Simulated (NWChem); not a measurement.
A series in which one site is exchanged, each optimised at PBE0/def2-SVP with NWChem, gas phase unless a solvent is named. For some, no frequency run checked for a minimum. def2 effective core potentials on Zr, I; no spin-orbit coupling.

A: [F][ZrH3] (ZrH$_{3}$F; site = F)
B: [Br][ZrH3] (ZrH3Br; site = Br)
C: [ZrH3][I] (ZrH3I; site = I)
D: [ZrH4] (ZrH₄; site = H)

| quantity | A | B | C | D |
|---|---|---|---|---|
| dipole (D), PBE0/def2-SVP | 0.64 | ___ | 0.50 | 0.00 |
| orbital gap (eV), PBE0/def2-SVP | 6.28 | ___ | 5.63 | 6.10 |
| static polarisability, PBE/def2-SVPD (bohr³) | 51.2 | ___ | 89.5 | 55.6 |
| lowest singlet excitation, PBE/def2-SVPD, TDA (eV) | 3.92 | ___ | 3.58 | 3.67 |

### Question
Fill in the missing entries.

### Answer

- dipole (D), PBE0/def2-SVP, B: 0.63
- orbital gap (eV), PBE0/def2-SVP, B: 6.06
- static polarisability, PBE/def2-SVPD (bohr³), B: 74.5
- lowest singlet excitation, PBE/def2-SVPD, TDA (eV), B: 3.71
